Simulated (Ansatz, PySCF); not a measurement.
Bond stretch in Cr(O)2(Cl)2, SMILES [O]=[Cr](=[O])([Cl])[Cl]. The Cr1–Cl5 bond (Cr1 also carries Cl, O, O; Cl5 carries nothing else) is stretched with both fragments frozen at the PBE0/def2-TZVP optimised geometry.

Computed with: RKS-M06-2X/6-31G* = restricted M06-2X/6-31G*, spherical d (PySCF); RKS-PBE0 = restricted PBE0/def2-TZVP (Ansatz, a program for electronic structure); UKS-PBE0 = unrestricted PBE0/def2-TZVP (Ansatz).

Energies relative to the lowest point of each curve near equilibrium, in mEh:

```csv
R / Å,RKS-M06-2X/6-31G*,RKS-PBE0
1.72,92.0,89.9
1.97,8.4,7.4
2.04,2.0,1.5
2.11,0.0,0.0
2.16,0.6,0.9
2.26,5.4,6.2
2.39,16.5,17.7
2.57,36.2,37.2
3.08,94.0,91.1
3.42,124.9,118.4
5.13,193.5,175.2
6.09,203.9,182.9
```

Task: Predict the corresponding UKS-PBE0 column.

Result: 1.72: 89.9; 1.97: 7.4; 2.04: 1.5; 2.11: 0.0; 2.16: 0.9; 2.26: 6.2; 2.39: 17.7; 2.57: 37.2; 3.08: 87.0; 3.42: 102.4; 5.13: 113.2; 6.09: 113.6 (mEh).

The restricted form behind RKS-M06-2X/6-31G*, RKS-PBE0 keeps the bonding electrons paired and can't separate into open-shell fragments. The unrestricted determinant behind UKS-PBE0 is spin-contaminated at 3.08 to 6.09 Å (<S²> up to 1.0, against 0.00 for a pure singlet).
